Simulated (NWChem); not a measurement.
System: AlH$_{2}$SeCl; SMILES [Cl][AlH][SeH]

Excerpt of the output:

```
             Northwest Computational Chemistry Package (NWChem) 7.3.0
             --------------------------------------------------------

                             Geometry "geometry" -> ""
                             -------------------------

 Output coordinates in angstroms (scale by  1.889725989 to convert to a.u.)

  No.       Tag          Charge          X              Y              Z
 ---- ---------------- ---------- -------------- -------------- --------------
    1 Al                  13.0000     0.92652400     0.61637100     0.05883800
    2 Cl                  17.0000    -0.44866400     2.16467000     0.43692300
    3 H                    1.0000     2.36698100     0.95186600    -0.48001600
    4 Se                  34.0000     0.29341200    -1.56545000     0.44415600
    5 H                    1.0000    -1.04637200    -1.15511800     0.89268500

 Effective nuclear repulsion energy (a.u.)     267.4447448872

                              NWChem Property Module
                              ----------------------

  itol2e modified to match energy
  convergence criterion.

                                 NWChem DFT Module
                                 -----------------

 Summary of "ao basis" -> "ao basis" (spherical)
 ------------------------------------------------------------------------------
       Tag                 Description            Shells   Functions and Types
 ---------------- ------------------------------  ------  ---------------------
 Al                         pcsseg-1                10       24   4s5p1d
 Cl                         pcsseg-1                10       24   4s5p1d
 H                          pcsseg-1                 3        5   2s1p
 Se                         pcsseg-1                15       41   5s7p3d

  itol2e modified to match energy
  convergence criterion.

            General Information
            -------------------
          SCF calculation type: DFT
          Wavefunction type:  closed shell.
          No. of atoms     :     5
          No. of electrons :    66
           Alpha electrons :    33
            Beta electrons :    33
          Charge           :     0
          Spin multiplicity:     1
          Use of symmetry is: off; symmetry adaption is: off
          Maximum number of iterations: 150
          AO basis - number of functions:    99
                     number of shells:    41
          Convergence on energy requested:  1.00D-07
          Convergence on density requested:  1.00D-05
          Convergence on gradient requested:  5.00D-04

              XC Information
              --------------
                        Slater Exchange Functional  1.000 local
                      VWN V Correlation Functional  1.000 local

             Grid Information
             ----------------
          Grid used for XC integration:  fine
          Radial quadrature: Mura-Knowles
          Angular quadrature: Lebedev.
          Tag              B.-S. Rad. Rad. Pts. Rad. Cut. Ang. Pts.
          ---              ---------- --------- --------- ---------
          Al                  1.25      123          10.0       770
          Cl                  1.00      123          11.0       770
          H                   0.35       60          12.0       590
          Se                  1.15      140          11.0       974
          Grid pruning is: on
          Number of quadrature shells:   506
          Spatial weights used:  Erf1

      Superposition of Atomic Density Guess
      -------------------------------------

 Sum of atomic energies:       -3101.82250338

      Non-variational initial energy
      ------------------------------

 Total energy =   -3102.383606
 1-e energy   =   -4849.375181
 2-e energy   =    1479.546830
 HOMO         =      -0.317769
 LUMO         =       0.014887

   convergence    iter        energy       DeltaE   RMS-Dens  Diis-err
 ---------------- ----- ----------------- --------- --------- ---------
 d= 0,ls=0.0,diis     1  -3099.2070793205 -3.37D+03  1.15D-02  4.15D+00
 d= 0,ls=0.0,diis     2  -3099.1994167985  7.66D-03  1.33D-02  6.96D-01
 d= 0,ls=0.0,diis     3  -3099.1771521418  2.23D-02  7.39D-03  8.27D-01
 d= 0,ls=0.0,diis     4  -3099.2835221347 -1.06D-01  1.32D-03  4.51D-03
 d= 0,ls=0.0,diis     5  -3099.2839554271 -4.33D-04  5.31D-04  3.23D-03
  Resetting Diis
 d= 0,ls=0.0,diis     6  -3099.2844400641 -4.85D-04  8.55D-05  6.63D-05
 d= 0,ls=0.0,diis     7  -3099.2844450352 -4.97D-06  7.46D-05  8.80D-06
 d= 0,ls=0.0,diis     8  -3099.2844426094  2.43D-06  4.44D-05  2.42D-05
 d= 0,ls=0.0,diis     9  -3099.2844466909 -4.08D-06  4.18D-06  1.96D-07
 d= 0,ls=0.0,diis    10  -3099.2844467131 -2.22D-08  1.40D-06  1.77D-08

         Total DFT energy =    -3099.284446713132
      One electron energy =    -4850.815079771542
           Coulomb energy =     1612.916410639263
    Exchange-Corr. energy =     -128.830522468046
 Nuclear repulsion energy =      267.444744887193

 Numeric. integr. density =       66.000001018846

                       DFT Final Molecular Orbital Analysis
                       ------------------------------------

 Vector   31  Occ=2.000000D+00  E=-3.095067D-01
              MO Center= -3.4D-01,  2.0D+00,  4.1D-01, r^2= 1.6D+00
   Bfn.  Coefficient  Atom+Function         Bfn.  Coefficient  Atom+Function
  ----- ------------  ---------------      ----- ------------  ---------------
    40      0.500512  2 Cl pz                43      0.437268  2 Cl pz
    38      0.178738  2 Cl px                41      0.156153  2 Cl px
    31     -0.138039  2 Cl pz                34     -0.137256  2 Cl pz
    16      0.120431  1 Al pz                37      0.077351  2 Cl pz
    19      0.062468  1 Al pz                29     -0.049295  2 Cl px

 Vector   32  Occ=2.000000D+00  E=-2.767765D-01
              MO Center=  4.7D-01,  2.9D-01,  2.4D-01, r^2= 5.3D+00
   Bfn.  Coefficient  Atom+Function         Bfn.  Coefficient  Atom+Function
  ----- ------------  ---------------      ----- ------------  ---------------
    78      0.361915  4 Se py                75      0.322551  4 Se py
    39      0.246303  2 Cl py                49     -0.234120  3 H  s
    38      0.220469  2 Cl px                42      0.217591  2 Cl py
    41      0.198901  2 Cl px                50     -0.196621  3 H  s
    14     -0.126078  1 Al px                69     -0.123125  4 Se py

 Vector   33  Occ=2.000000D+00  E=-2.453748D-01
              MO Center=  3.0D-01, -1.3D+00,  4.2D-01, r^2= 2.4D+00
   Bfn.  Coefficient  Atom+Function         Bfn.  Coefficient  Atom+Function
  ----- ------------  ---------------      ----- ------------  ---------------
    79      0.545187  4 Se pz                76      0.439787  4 Se pz
    77      0.194702  4 Se px                70     -0.169944  4 Se pz
    74      0.157061  4 Se px                73     -0.118909  4 Se pz
    16      0.114786  1 Al pz                43     -0.103820  2 Cl pz
    40     -0.097122  2 Cl pz                19      0.079199  1 Al pz

 Vector   34  Occ=0.000000D+00  E=-8.535709D-02
              MO Center=  8.6D-01,  4.8D-01,  9.2D-02, r^2= 4.2D+00
   Bfn.  Coefficient  Atom+Function         Bfn.  Coefficient  Atom+Function
  ----- ------------  ---------------      ----- ------------  ---------------
    19      0.574604  1 Al pz                16      0.514003  1 Al pz
    79     -0.316800  4 Se pz                43     -0.226590  2 Cl pz
    17      0.205179  1 Al px                14      0.183547  1 Al px
    76     -0.176718  4 Se pz                40     -0.159210  2 Cl pz
    77     -0.113139  4 Se px                10     -0.101365  1 Al pz

 Vector   35  Occ=0.000000D+00  E=-5.714789D-02
              MO Center=  4.9D-01,  3.5D-01,  2.3D-01, r^2= 5.0D+00
   Bfn.  Coefficient  Atom+Function         Bfn.  Coefficient  Atom+Function
  ----- ------------  ---------------      ----- ------------  ---------------
     4      1.070541  1 Al s                  3      0.559500  1 Al s
    28     -0.498603  2 Cl s                 50     -0.428909  3 H  s
    96     -0.404050  5 H  s                 78     -0.388576  4 Se py
    77     -0.338275  4 Se px                17     -0.328333  1 Al px
    42      0.312896  2 Cl py                 2     -0.291623  1 Al s

 Vector   36  Occ=0.000000D+00  E=-4.282173D-02
              MO Center=  1.1D-01, -9.3D-01,  4.6D-01, r^2= 4.9D+00
   Bfn.  Coefficient  Atom+Function         Bfn.  Coefficient  Atom+Function
  ----- ------------  ---------------      ----- ------------  ---------------
    96     -0.981815  5 H  s                 58      0.915299  4 Se s
     4     -0.761573  1 Al s                 77     -0.521539  4 Se px
    18      0.447362  1 Al py                50      0.442622  3 H  s
    78      0.411009  4 Se py                57      0.305561  4 Se s
    95     -0.303584  5 H  s                 56     -0.263792  4 Se s

     Multipole analysis of the density
     ---------------------------------

     L   x y z        total         alpha         beta         nuclear
     -   - - -        -----         -----         ----         -------
     0   0 0 0     -0.000000    -33.000000    -33.000000     66.000000

     1   1 0 0      0.096509    -14.799456    -14.799456     29.695421
     1   0 1 0     -0.245085      8.018717      8.018717    -16.282520
     1   0 0 1     -0.016579    -22.407739    -22.407739     44.798899

     2   2 0 0    -32.797460    -59.620162    -59.620162     86.442864
     2   1 1 0      1.423465     38.639469     38.639469    -75.855472
     2   1 0 1     -0.077937      0.431002      0.431002     -0.939941
     2   0 2 0    -37.206659   -322.428231   -322.428231    607.649802
     2   0 1 1     -0.398754     15.117713     15.117713    -30.634180
     2   0 0 2    -32.903131    -36.137005    -36.137005     39.370879

          -----------------------------------------
          Chemical Shielding Tensors (GIAO, in ppm)
          -----------------------------------------

                                NWChem CPHF Module
                                ------------------

  scftype          =     RHF
  nclosed          =       33
  nopen            =        0
  variables        =     2178
  # of vectors     =        3
  tolerance        = 0.10D-03
  level shift      = 0.00D+00
  max iterations   =       50
  max subspace     =       30

 SCF residual:    4.2682362264413558E-005

Iterative solution of linear equations
  No. of variables     2178
  No. of equations        3
  Maximum subspace       30
        Iterations       50
       Convergence  1.0D-04

   iter   nsub   residual    time
   ----  ------  --------  ---------
     1      3    4.25D-05      45.5

      Atom:    1  Al
        Diamagnetic
    793.6186     -1.6345      0.3861
     -1.6345    802.2155      0.0108
      0.3861      0.0108    794.2273

        Paramagnetic
   -528.6669     64.9007     12.6018
     64.9007   -505.3834    -21.3318
     12.6018    -21.3318   -483.0586

        Total Shielding Tensor
    264.9516     63.2662     12.9879
     63.2662    296.8321    -21.3210
     12.9879    -21.3210    311.1687

           isotropic =     290.9842
          anisotropy =      86.2513

          Principal Components and Axis System
                 1           2           3
              348.4850    314.2508    210.2167

      1         0.5578      0.3355      0.7591
      2         0.7892      0.0686     -0.6103
      3        -0.2568      0.9395     -0.2265

      Atom:    2  Cl
        Diamagnetic
   1147.7679     -3.4394     -0.5704
     -3.4394   1151.5080      0.7874
     -0.5704      0.7874   1145.6140

        Paramagnetic
   -372.1575   -140.1979     41.5591
   -140.1979   -351.6920     54.9742
     41.5591     54.9742   -303.2740

        Total Shielding Tensor
    775.6104   -143.6373     40.9887
   -143.6373    799.8160     55.7615
     40.9887     55.7615    842.3400

           isotropic =     805.9221
          anisotropy =     192.4040

          Principal Components and Axis System
                 1           2           3
              934.1915    861.0455    622.5294

      1        -0.6364      0.3355      0.6946
      2         0.7518      0.0685      0.6558
      3         0.1724      0.9395     -0.2959

      Atom:    3  H
        Diamagnetic
     33.6105      2.6297     -4.5645
      2.6297     24.4255     -1.1623
     -4.5645     -1.1623     23.0803

        Paramagnetic
     -4.1580     -0.1821      1.4356
     -0.1821     -0.9162      0.1191
      1.4356      0.1191     -0.6962

        Total Shielding Tensor
     29.4525      2.4476     -3.1289
      2.4476     23.5093     -1.0433
     -3.1289     -1.0433     22.3841

           isotropic =      25.1153
          anisotropy =       9.6083

          Principal Components and Axis System
                 1           2           3
               31.5208     22.6344     21.1906

      1         0.8863     -0.3192      0.3355
      2         0.3150      0.9466      0.0686
      3        -0.3395      0.0449      0.9395

      Atom:    4  Se
        Diamagnetic
   3000.4885      0.6371     -2.1822
      0.6371   3003.8331     -0.9080
     -2.1822     -0.9080   2995.3538

        Paramagnetic
  -1148.1661    321.8566     28.2324
    321.8566  -1061.1958   -110.7207
     28.2324   -110.7207  -1005.3246

        Total Shielding Tensor
   1852.3223    322.4937     26.0502
    322.4937   1942.6373   -111.6288
     26.0502   -111.6288   1990.0292

           isotropic =    1928.3296
          anisotropy =     470.4640

          Principal Components and Axis System
                 1           2           3
             2241.9723   1991.1838   1551.8328

      1         0.6031      0.3355      0.7237
      2         0.7505      0.0686     -0.6573
      3        -0.2702      0.9395     -0.2105

      Atom:    5  H
        Diamagnetic
     41.6635     -4.5902     -9.0077
     -4.5902     23.1463      1.0815
     -9.0077      1.0815     18.6410

        Paramagnetic
     -2.6495      2.3052      2.4656
      2.3052      2.1959     -0.6386
      2.4656     -0.6386      3.8916

        Total Shielding Tensor
     39.0140     -2.2850     -6.5421
     -2.2850     25.3422      0.4428
     -6.5421      0.4428     22.5326

           isotropic =      28.9629
          anisotropy =      18.9873

          Principal Components and Axis System
                 1           2           3
               41.6212     25.0391     20.2286

      1         0.9356      0.1095      0.3355
      2        -0.1401      0.9878      0.0686
      3        -0.3239     -0.1112      0.9395
```

Level: LDA (Slater exchange, VWN5)/pcSseg-1, GIAO. Structure relaxed at the PBE0/def2-SVP level. The printed shielding anisotropy is the first printed principal value minus the mean of the other two.

### Question
Which NWChem input produces such a log?

### Answer
One answer among several that fit: the input that was run:
```
start job
memory heap 200 mb stack 900 mb global 1100 mb
geometry units angstroms noautosym nocenter noautoz
  Al     0.926524     0.616371     0.058838
  Cl    -0.448664     2.164670     0.436923
  H      2.366981     0.951866    -0.480016
  Se     0.293412    -1.565450     0.444156
  H     -1.046372    -1.155118     0.892685
end
basis spherical
  * library pcsseg-1
end
dft
  xc slater vwn_5
  iterations 150
end
property
  shielding
end
task dft property
```
